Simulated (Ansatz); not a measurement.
Born–Oppenheimer molecular dynamics of BCl₃ (4 atoms, charge 0, multiplicity 1). It starts from a relaxed structure.

These are results of RKS PBE0-D4/def2-SVP (Ansatz 0.2.0), not measurements.

```
ensemble        : NVT, Nosé–Hoover chain
time step       : 2 fs
steps asked     : 150
set temperature : 300 K
thermostat      : time constant 20 fs, chain length 5
seed            : 446382
```

Frames 20 fs apart, positions in Å, forces in eV/Å.

Velocities at 40 fs (Å/ps):

```
B -3.55 -8.86 2.58
Cl -0.11 0.89 -1.12
Cl 0.21 0.85 -0.19
Cl 0.98 0.96 0.52
```

```xyz
4
Properties=species:S:1:pos:R:3:forces:R:3 time_fs=40 energy_less_start_eV=0.126 T=248
B -0.075 -0.049 0.001 1.68 0.39 -1.13
Cl 0.044 0.004 1.694 -0.44 -0.11 1.29
Cl 1.534 0.005 -0.815 -1.07 -0.16 -0.03
Cl -1.554 0.005 -0.879 -0.18 -0.12 -0.13
4
Properties=species:S:1:pos:R:3:forces:R:3 time_fs=60 energy_less_start_eV=0.154 T=229
B 0.033 -0.110 -0.052 -2.13 0.85 1.53
Cl 0.020 0.011 1.722 -0.08 -0.34 -0.50
Cl 1.505 0.009 -0.834 1.54 -0.18 -1.15
Cl -1.535 0.013 -0.873 0.67 -0.33 0.12
4
Properties=species:S:1:pos:R:3:forces:R:3 time_fs=80 energy_less_start_eV=0.062 T=341
B -0.020 0.060 0.035 1.14 -0.49 -0.91
Cl -0.019 -0.007 1.758 0.08 0.15 0.25
Cl 1.516 -0.007 -0.903 -0.85 0.19 0.75
Cl -1.491 -0.005 -0.866 -0.38 0.15 -0.09
4
Properties=species:S:1:pos:R:3:forces:R:3 time_fs=100 energy_less_start_eV=0.039 T=284
B 0.027 0.056 0.018 -0.20 -0.47 0.11
Cl -0.033 -0.007 1.773 0.28 0.16 -0.45
Cl 1.499 -0.005 -0.915 0.11 0.15 0.35
Cl -1.474 -0.005 -0.864 -0.18 0.15 0.00
4
Properties=species:S:1:pos:R:3:forces:R:3 time_fs=120 energy_less_start_eV=0.048 T=285
B 0.029 -0.080 0.000 -0.75 0.64 0.51
Cl -0.017 0.008 1.753 0.18 -0.23 -0.29
Cl 1.491 0.007 -0.888 0.69 -0.19 -0.18
Cl -1.483 0.009 -0.865 -0.12 -0.22 -0.04
4
Properties=species:S:1:pos:R:3:forces:R:3 time_fs=140 energy_less_start_eV=0.098 T=493
B -0.066 -0.036 0.023 1.78 0.29 -1.28
Cl 0.022 0.003 1.721 -0.26 -0.08 1.01
Cl 1.526 0.004 -0.850 -1.16 -0.12 0.39
Cl -1.528 0.004 -0.878 -0.37 -0.09 -0.12
4
Properties=species:S:1:pos:R:3:forces:R:3 time_fs=160 energy_less_start_eV=0.295 T=49
B 0.015 0.139 -0.081 -2.16 -1.17 1.63
Cl 0.060 -0.015 1.713 -0.45 0.45 -0.84
Cl 1.533 -0.012 -0.791 1.03 0.26 -1.30
Cl -1.598 -0.015 -0.897 1.59 0.46 0.51
4
Properties=species:S:1:pos:R:3:forces:R:3 time_fs=180 energy_less_start_eV=0.136 T=473
B -0.081 0.006 -0.003 1.76 -0.05 -1.14
Cl 0.049 -0.001 1.688 -0.49 0.01 1.35
Cl 1.539 -0.001 -0.807 -1.14 0.02 -0.09
Cl -1.563 0.000 -0.881 -0.13 0.01 -0.11
4
Properties=species:S:1:pos:R:3:forces:R:3 time_fs=200 energy_less_start_eV=0.038 T=268
B 0.002 -0.077 -0.021 -0.42 0.62 0.38
Cl 0.012 0.007 1.723 -0.09 -0.22 0.03
Cl 1.512 0.007 -0.847 0.32 -0.19 -0.40
Cl -1.524 0.009 -0.870 0.19 -0.22 -0.02
4
Properties=species:S:1:pos:R:3:forces:R:3 time_fs=220 energy_less_start_eV=0.011 T=247
B 0.019 0.023 0.005 -0.28 -0.19 0.19
Cl -0.019 -0.003 1.760 0.17 0.07 -0.38
Cl 1.507 -0.003 -0.894 0.09 0.06 0.15
Cl -1.494 -0.001 -0.867 0.03 0.06 0.03
4
Properties=species:S:1:pos:R:3:forces:R:3 time_fs=240 energy_less_start_eV=0.063 T=92
B -0.004 0.060 0.042 0.89 -0.50 -0.79
Cl -0.031 -0.007 1.769 0.18 0.15 0.14
Cl 1.502 -0.007 -0.917 -0.54 0.19 0.77
Cl -1.470 -0.005 -0.865 -0.54 0.15 -0.12
4
Properties=species:S:1:pos:R:3:forces:R:3 time_fs=260 energy_less_start_eV=0.122 T=229
B 0.055 -0.085 -0.017 -2.06 0.65 1.42
Cl -0.017 0.009 1.758 0.24 -0.26 -0.68
Cl 1.480 0.008 -0.884 1.73 -0.14 -0.78
Cl -1.480 0.010 -0.868 0.09 -0.25 0.05
```

Of the whole run (300 fs, mean temperature of the second half 306 K): The conserved energy stayed within 1.3 meV per atom of its start (net change 0.17 meV per atom), so the integration is sound. A run of 0.3 ps of so small a system gives no equilibrium averages.

Time of the run: 5.4 min on 1 thread of Arm Neoverse V1 (shared host), peak memory 0.13 GiB.
